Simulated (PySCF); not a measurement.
Compound: C₁₀H₁₂.
Geometry (PBE0-D3(BJ)/def2-SVP, Å), atoms numbered from 1 in this order:
```
atom  x, y, z in Å
C1     3.808   -0.157    0.119
C2     2.732    0.595   -0.142
C3     1.323    0.194   -0.055
C4     0.910   -1.101    0.287
C5    -0.441   -1.413    0.355
C6    -1.433   -0.461    0.088
C7    -2.885   -0.825    0.169
C8    -1.036    0.845   -0.258
C9    -2.060    1.901   -0.553
C10    0.326    1.143   -0.323
H11    3.730   -1.199    0.442
H12    4.815    0.251    0.019
H13    2.892    1.632   -0.457
H14    1.650   -1.876    0.499
H15   -0.744   -2.429    0.621
H16   -3.414   -0.218    0.923
H17   -3.402   -0.652   -0.789
H18   -3.018   -1.883    0.437
H19   -1.586    2.861   -0.800
H20   -2.705    1.615   -1.400
H21   -2.729    2.067    0.307
H22    0.630    2.160   -0.592
```

Theory: PySCF, PBE0-D3(BJ)/def2-SVP geometry optimisation, gas phase.

Masses are those of the commonest isotopes; rigid-rotor values at the optimised geometry. The values belong to one conformer with, in the numbering `[CH2:1]=[CH:2][c:3]1[cH:4][cH:5][c:6]([CH3:7])[c:8]([CH3:9])[cH:10]1`, C1–C2–C3–C4 -2°.

Question: Give the principal moments of inertia and the rotational constants in cm⁻¹.

Answer: Ia = 172.68, Ib = 588.80, Ic = 755.14 u·Å²; 505379 MHz·u·Å²/I gives 2927, 858.3 and 669.2 MHz, that is A = 0.09762, B = 0.02863, C = 0.02232 cm⁻¹.

Question: What kind of rotor is it?

Answer: An asymmetric top; Ray's κ = -0.832.

Question: Is it planar, by Δ = Ic − Ia − Ib?

Answer: Not planar: Δ = Ic − Ia − Ib = -6.34 u·Å². For a rigid frame Δ = −2 Σ m c², so Σ m c² = 3.17 u·Å² lies off the ab plane: 3.15 from hydrogen and 0.02 from heavier atoms. The atom farthest from that plane is 0.90 Å away.

Question: Give the other two planar moments, Paa and Pbb, and the rms extents of the mass along the axes.

Answer: Paa = Σ m a² = (Ib + Ic − Ia)/2 = 585.63 and Pbb = Σ m b² = (Ia + Ic − Ib)/2 = 169.51 u·Å². With the mass M = 132.09 u, the rms extents √(P/M) along a, b and c are 2.11, 1.13, 0.15 Å.

Question: List the rotational levels J(Ka,Kc) to J = 3 (K).

Answer: Above 0(0,0), as E/k:
J = 1: 1(0,1) 0.073, 1(1,1) 0.173, 1(1,0) 0.182
J = 2: 2(0,2) 0.219, 2(1,2) 0.310, 2(1,1) 0.337, 2(2,1) 0.635, 2(2,0) 0.636
J = 3: 3(0,3) 0.437, 3(1,3) 0.516, 3(1,2) 0.571, 3(2,2) 0.855, 3(2,1) 0.858, 3(3,1) 1.374, 3(3,0) 1.374
Those of J = 1 are B + C, A + C and A + B.

Question: Which types of transition are allowed, and where do some lines up to J = 5 fall?

Answer: The dipole components are |μa| = 1.00 D, |μb| = 0.14 D, |μc| = 0.00 D. Intensities carry the squares of the components, which stand as 1.00 : 0.02 : 0.00 (a : b : c). Some lines, for components of 0.1 D or more:

```csv
type,branch,"J(Ka,Kc)",MHz,lower level (cm⁻¹)
b,Q,"4(1,3) ← 4(0,4)",3256,0.503
a,R,"4(3,2) ← 3(3,1)",6134,0.955
a,R,"4(3,1) ← 3(3,0)",6137,0.955
b,R,"4(1,4) ← 3(0,3)",7359,0.304
a,R,"5(4,2) ← 4(4,1)",7665,1.664
a,R,"5(4,1) ← 4(4,0)",7665,1.664
b,R,"2(2,1) ← 1(1,0)",9449,0.126
b,Q,"4(3,1) ← 4(2,2)",10676,0.804
b,R,"3(2,2) ← 2(1,1)",10788,0.234
b,R,"4(2,3) ← 3(1,2)",12030,0.397
b,R,"5(2,3) ← 4(1,4)",15481,0.549
b,R,"4(4,1) ← 3(3,0)",21252,0.955
b,R,"5(4,1) ← 4(3,2)",22785,1.160
```

No frequency check. Zero-point vibration and centrifugal distortion are left out. A rigid rotor knows nothing of internal rotation, which can split or shift real lines.
